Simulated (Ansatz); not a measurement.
## Which is lower?

The two ends of one reaction step of SiH4Cl2O, singlet (PBE0-D4/def2-TZVP).

A:

```xyz
8
angstrom
Si -1.0451 0.3390 -0.6529
H 2.0089 -0.7891 1.6990
Cl -0.4348 -0.9650 -2.1017
Cl -2.1308 -0.7283 0.7088
H -1.8861 1.3832 -1.2483
H 2.3878 -0.8404 1.0560
O 0.2191 1.0690 0.0483
H 0.8811 0.5316 0.4909
```

B:

Si1  (-0.342, -0.713, -0.717)
H2  (1.068, -1.045, -0.461)
Cl3  (-1.035, -2.113, -2.054)
Cl4  (-1.437, -0.931, 1.007)
H5  (-0.608, 0.603, -1.316)
H6  (1.265, 0.939, 1.601)
O7  (0.900, 1.348, 0.811)
H8  (0.190, 1.912, 1.130)
(Å)

Program: Ansatz 0.2.0. Basis: def2-TZVPP. Cores are frozen in the correlated methods. B3LYP uses VWN-RPA correlation.

Which structure is lower at CCSD(T), and by how much? (Judge from chemistry; the value comes from the calculation.)

The calculation gives: A, by 78.0 kJ/mol (electronic energy, against the other). By their contacts, A is a complex of SiH₂Cl₂O ([OH][SiH]([Cl])[Cl]) + H₂ and B is a complex of SiH₂Cl₂ ([Cl][SiH2][Cl]) + H₂O.

All methods give the same order:

```tsv
method	E(B) − E(A) (kJ/mol)
SPW92	72.4
PBE-D4	74.3
BLYP-D4	81.5
r2SCAN-D4	83.0
B97M-V	81.0
PBE0-D4	73.7
B3LYP-D4	80.2
r2SCAN0-D4	80.5
BHLYP-D4	79.6
CAM-B3LYP-D4	80.4
wB97X-V	76.8
wB97M-V	77.5
B2PLYP	81.2
PBE-QIDH	77.6
RPA on PBE	75.6
HF	78.5
MP2	83.7
CCSD	76.4
CCSD(T)	78.0
```

No T1 diagnostic of these runs exceeds 0.010.

Labels in which every atom is bracketed show which atoms are joined, not bond orders.

For scale, one of the runs: CCSD(T)/def2-TZVPP, 213 basis functions (an equivalent command: `ansatz run in.yaml --threads 4`). The run took 46 s on 4 CPU threads (shared host), with 2.8 GiB of host memory at its peak.
